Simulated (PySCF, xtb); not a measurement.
C3H2, SMILES [C]([C])[CH2] (connectivity only; charge and spin as stated), neutral, multiplicity 1.

GFN2-xTB (xtb) at its own geometry gives an orbital gap of 1.34 eV and a dipole moment of 3.98 D.

The structure is a stationary point at PBE0-D3(BJ)/def2-TZVP.

### Question
What does PBE/def2-TZVPD in PySCF give? (The exact figures need the calculation; the answer reports its results.)

### Answer
gap 1.61 eV (levels -6.67 and -5.06 eV), dipole 4.42 D.
